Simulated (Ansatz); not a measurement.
`OB(Cl)Cl` + H₂ → `OBCl` + HCl  (hydrogenolysis of a B–Cl bond)

Calculated with Ansatz (gas phase, PBE0-D4/def2-TZVP geometries, no zero-point term in ΔE). CBS: def2 TZ/QZ extrapolation, frozen cores. DFT in def2-TZVPP. HSE06 is defined as in plane-wave codes. One conformer a species, not always the lowest.

(1) Is it downhill or uphill in electronic energy at CCSD(T)/CBS, and by how much? (Estimate.)

(2) What do these levels give: HSE06-D4, HSE06, SCS-MP2/def2-TZVPP, MP2/def2-QZVPP, SCS-MP2/def2-QZVPP, MP2/CBS(def2)? (An estimate is asked.)

Largest T1 diagnostic among the species: 0.012.

## Answers

(1) The calculation gave: Uphill: ΔE = +12.6 kcal/mol.

(2) The calculation gave: HSE06-D4 13.2, HSE06 12.4, SCS-MP2/def2-TZVPP 12.6, MP2/def2-QZVPP 14.4, SCS-MP2/def2-QZVPP 12.7, MP2/CBS(def2) 14.6 kcal/mol.

In def2-TZVPP, CCSD(T) changes the Hartree–Fock value by +3.8 kcal/mol (the triples alone add +1.1 kcal/mol) and MP2 by +6.0 kcal/mol. From r2SCAN to r2SCAN0 (25 % exact exchange), in def2-TZVPP and without D4, ΔE moves by −0.9 kcal/mol.
